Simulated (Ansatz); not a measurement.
Input and output for C2H3FOSi (`O[SiH]1C=C1F`).

```yaml
crystal:
  periodic: [false, false, false]
  atoms:
    - {symbol: O, position_ang: [-1.136593, 1.368231, 0.828078]}
    - {symbol: Si, position_ang: [0.124940, 0.412467, 0.699076]}
    - {symbol: C, position_ang: [0.074632, -1.219514, -0.222555]}
    - {symbol: C, position_ang: [0.679211, -0.227019, -0.924121]}
    - {symbol: F, position_ang: [1.302796, -0.235061, -2.075400]}
    - {symbol: H, position_ang: [-1.853371, 1.418142, 0.177251]}
    - {symbol: H, position_ang: [0.983434, 0.659560, 1.816449]}
    - {symbol: H, position_ang: [-0.106241, -2.193195, -0.399496]}
basis:
  gaussian: {orbitals: def2-SVP}
hamiltonian: {xc: {name: HF}}
correlation: {method: mp2, electrons: outside_noble_gas}
output: {forces: true}
```

```sh
$ ansatz run in.yaml --threads 2 --pin off --events-out ev --progress --plain --max-ram 4352MiB
```

It prints (some lines left out):

```
Functional definition: HF
871 factors; integrals over basis functions are off by at most 9.6e-4 eV
mean field evaluation 1: about -14701.0456 eV, gradient 3.8e1 eV
mean field evaluation 2: about -14701.1099 eV, gradient 3.8e1 eV
mean field evaluation 4: about -14704.3314 eV, gradient 3.7e0 eV
mean field evaluation 8: about -14704.3855 eV, gradient 2.7e-1 eV
mean field -14704.38609054 eV, -540.3762218364 hartree, gradient 1.4e-6 eV, S^2 0.000000; 0 other end points of the search recorded, 0 dependent functions left out
9 core orbitals not correlated: weight in the atoms' cores, before any rotation towards them, 1.000 or more for the frozen orbitals, at most 0.000 for the correlated occupied ones
reference -14704.38609054 eV, -540.3762218364 hartree; 14, 14 occupied and 66, 66 virtual orbitals, 871 factors
second order -19.39030888 eV of doubles, -0.00000000 eV of singles
mean field evaluation 16: about -14704.3168 eV, gradient 3.9e-1 eV
Total energy: -14723.77639942 eV, -541.0888025447 hartree
Atom 0 at    -1.136593     1.368231     0.828078 Å, force    -2.259420     1.795456     0.440561 eV/Å
Atom 1 at     0.124940     0.412467     0.699076 Å, force     1.217979    -2.570580    -2.211548 eV/Å
Atom 2 at     0.074632    -1.219514    -0.222555 Å, force     0.796580     4.775674     0.932662 eV/Å
Atom 3 at     0.679211    -0.227019    -0.924121 Å, force    -0.226631    -0.263659     1.527887 eV/Å
Atom 4 at     1.302796    -0.235061    -2.075400 Å, force     0.398552     0.163761    -1.024006 eV/Å
Atom 5 at    -1.853371     1.418142     0.177251 Å, force     0.456627    -0.169364     0.239445 eV/Å
Atom 6 at     0.983434     0.659560     1.816449 Å, force     0.378810     0.209126     0.657765 eV/Å
Atom 7 at    -0.106241    -2.193195    -0.399496 Å, force    -0.762496    -3.940414    -0.562766 eV/Å
Dipole moment:    -0.304268     0.029601     0.084017 e Å
```

Run time 1.1 s (2 threads of an Arm Neoverse V2 on a shared host); peak host memory 0.16 GiB.
